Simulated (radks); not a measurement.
Ni+, configuration [Ar] 3d9. All-electron calculation, scalar-relativistic Kohn-Sham, BLYP, spin-polarised, spherical densities, point nucleus; open shells are filled with parallel spins first. Program: a radial shooting solver on a logarithmic mesh with Libxc functionals. Some entries of the table are withheld. Estimate them.

orbital  occ.  eigenvalue (eV)  <r> (bohr)  r(max) (bohr)
1s down     1        -8218.208     0.05409        0.03540
1s up       1        -8218.208     0.05409        0.03540
2s up       1        -984.8868      0.2450         0.2046
2s down     1        -984.3710      0.2449         0.2045
2p up       3        -847.9857      0.2153            (1)
2p down     3        -847.5953      0.2152            (2)
3s up       1        -114.7271      0.7434         0.6400
3s down     1        -113.6442      0.7441         0.6402
3p up       3         -75.2869      0.7844            (3)
3p down     3         -74.2325      0.7858            (4)
3d up       5         -13.4503       1.066         0.6360
3d down     4         -12.5456       1.089         0.6383

Answer. 
(1) 2p up r(max) (bohr): 0.1647
(2) 2p down r(max) (bohr): 0.1647
(3) 3p up r(max) (bohr): 0.6479
(4) 3p down r(max) (bohr): 0.6483
